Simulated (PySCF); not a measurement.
All values below come from PySCF 2.14.0 with TPSSh-D3(BJ)/def2-TZVP // CAM-B3LYP-D3(BJ)/def2-SVP. All species are isolated molecules in the gas phase. One relaxed conformer stands for a flexible species; it need not be the lowest. Excitations are Tamm–Dancoff values on a coarser integration grid. The basis has no diffuse functions, so Rydberg states are missing or too high.

Reference species (SMILES): `C[O][Sn]([Br])([Br])[Br]` (C–O–Sn–Br torsion 61°) (neutral, multiplicity 1).

```yaml
S1 oscillator strength: 0.006
S1 excitation (TDA): 3.68 eV
LUMO: -3.57 eV
```

Changed species: `[Br][Sn]([Br])([Br])[Br]` (0 of 4 Br replaced by OCH3; the reference has 1 of 4 Br replaced by OCH3).

### Question
Predict the effect on the S1 oscillator strength, S1 excitation (TDA) and LUMO.

### Answer
the S1 oscillator strength stays essentially unchanged; the S1 excitation (TDA) increases by 0.14 eV, to 3.82 eV; the LUMO drops by 0.44 eV, to -4.01 eV.
